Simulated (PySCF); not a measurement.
The 10-electron isoelectronic series, non-relativistic

Calculated with PySCF 2.14 from differences of total energies of unrestricted determinants, without spin-orbit coupling. Each ion has its own even-tempered basis scaled to its charge (17s11p6d5f4g for the first); frozen: nothing. Ionisation energies in eV.

```tsv
ion	configuration	UHF	LDA	PBE	PBE0	r2SCAN	MP2 (all electrons)	NIST (with spin-orbit, Breit and QED)
Zr³⁰⁺	[Ne] (1S)	3779.9	3778.5	3778.4	3779.3	3781.2	3781.5	3788 ± 2.1 (s)
Mo³²⁺	[Ne] (1S)	4248.6	4246.9	4246.9	4247.8	4249.9	4250.2	4259 ± 2.4 (s)
Ru³⁴⁺	[Ne] (1S)	4744.5	4742.5	4742.6	4743.6	4745.7	4746.2	4758 ± 3 (s)
Pd³⁶⁺	[Ne] (1S)	5267.7	5265.3	5265.5	5266.6	5268.9	5269.3	5284 ± 3 (s)
Cd³⁸⁺	[Ne] (1S)	5818.0	5815.4	5815.7	5816.7	5819.2	5819.7	5839 ± 3 (s)
Sn⁴⁰⁺	[Ne] (1S)	6395.6	6392.7	6393.0	6394.1	6396.7	6397.2	6421 ± 3 (s)
Te⁴²⁺	[Ne] (1S)	7000.4	6997.1	6997.6	6998.8	7001.5	7002.0	7022 ± 4 (t)
Xe⁴⁴⁺	[Ne] (1S)	7632.4	7628.8	7629.3	7630.6	7633.4	7634.0	7660 ± 4 (t)
Ba⁴⁶⁺	[Ne] (1S)	8291.6	8287.7	8288.3	8289.6	8292.6	8293.2	8326 ± 4 (t)
Ce⁴⁸⁺	[Ne] (1S)	8978.0	8973.9	8974.5	8975.9	8979.0	8979.7	9020 ± 4 (t)
```

Each ion has its own basis, which adds noise of up to about 0.1 % along the series.

NIST values marked (s) are semi-empirical, (t) theoretical. Open shells are high-spin determinants of the terms that Hund's rules give.

All relativistic terms are absent from the calculated values; where these lie close to NIST, scalar and spin-orbit shifts of opposite sign can cancel.
